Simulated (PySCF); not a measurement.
A species of formula C2H6BN has this rotational fingerprint, computed with PBE0-D3(BJ)/def2-SVP geometry optimisation, gas phase (PySCF):

* Rotational constants: A = 68124, B = 3470, C = 3470 MHz
* Dipole components: |μa| = 7.28 D, |μb| = 0.00 D, |μc| = 0.00 D
* Inertial defect: -7.42 u·Å²
* κ: -1.00

Question: Which structure is it? (One computed conformer of each.)
A. `[CH2:1]=[CH:2][BH:3][NH2:4]` with C1–C2–B3–N4 -179°
B. `BN1CC1`
C. `[BH3-][N+]#CC`

Answer: C. It is [BH3-][N+]#CC, a prolate symmetric top, point group C3v. The candidates at the same level (rigid rotor, commonest isotopes):

```json
{"SMILES": "BN1CC1", "A (MHz)": "19614", "B (MHz)": "7092", "C (MHz)": "5606", "μa (D)": "2.36", "μb (D)": "0.00", "μc (D)": "0.00", "Δ (u·Å²)": "-6.87", "point group": "C2v", "rotor": "asymmetric top"}
{"SMILES": "[BH3-][N+]#CC", "A (MHz)": "68124", "B (MHz)": "3470", "C (MHz)": "3470", "μa (D)": "7.28", "μb (D)": "0.00", "μc (D)": "0.00", "Δ (u·Å²)": "-7.42", "point group": "C3v", "rotor": "prolate symmetric top"}
{"SMILES": "C=CBN", "A (MHz)": "38872", "B (MHz)": "3962", "C (MHz)": "3596", "μa (D)": "1.42", "μb (D)": "1.03", "μc (D)": "0.00", "Δ (u·Å²)": "-0.01", "point group": "Cs", "rotor": "near-prolate asymmetric top"}
```

`C=CBN` has A 43 % too low; `BN1CC1` has B 104 % too high. In the right answer the symmetry axis of this C3v structure is a, so μb and μc vanish by symmetry. No structure here is proved a minimum.
